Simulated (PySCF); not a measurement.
Isomers of C4H7ClO2, one GFN2-xTB conformer each. Single-point energies are computed at PBE0/pcSseg-1 (PySCF, gas phase, no added dispersion term), electronic only.

Question: Rank them by PBE0/pcSseg-1 energy, lowest first (kcal/mol).
A. `[Cl:1][CH2:2][CH:3]1[O:4][CH2:5][CH2:6][O:7]1` with Cl1–C2–C3–O4 -61°, C2–C3–O4–C5 99°, C3–O4–C5–C6 16°, O4–C5–C6–O7 0°, C5–C6–O7–C3 -16°
B. `[CH3:1][O:2][C:3](=[O:4])[CH2:5][CH2:6][Cl:7]` with C1–O2–C3–O4 0°, O2–C3–C5–C6 180°, C3–C5–C6–Cl7 180°
C. `[CH3:1][C@@H:2]([CH2:3][Cl:4])[C:5](=[O:6])[OH:7]` with C1–C2–C3–Cl4 -66°, C1–C2–C5–O6 -103°, C2–C5–O7–H -178° (3-chloro-2-methylpropanoic acid)

Answer: C (0.0), B (8.8), A (32.0).

As drawn, the lowest has a C=O bond, an O–H bond and a C(=O)–O unit, which the highest lacks. GFN2-xTB itself gives, in the same order: 0.0, 4.0, 10.4. Both levels put the same isomer lowest; measured from each level's own lowest isomer, the values differ by up to 21.6 kcal/mol (ClCC1OCCO1: 10.4 against 32.0).

Which frontier levels, dipoles and rotational constants go with these structures?

| SMILES | HOMO (eV, PBE0/pcSseg-1) | LUMO (eV) | dipole (D) | A, B, C (MHz) |
| --- | --- | --- | --- | --- |
| C[C@@H](CCl)C(=O)O | -8.27 | 0.01 | 2.17 | 4604, 1115, 998.9 |
| COC(=O)CCCl | -8.26 | 0.11 | 2.73 | 8513, 802.4, 743.5 |
| ClCC1OCCO1 | -7.50 | 1.01 | 0.69 | 3546, 1792, 1684 |
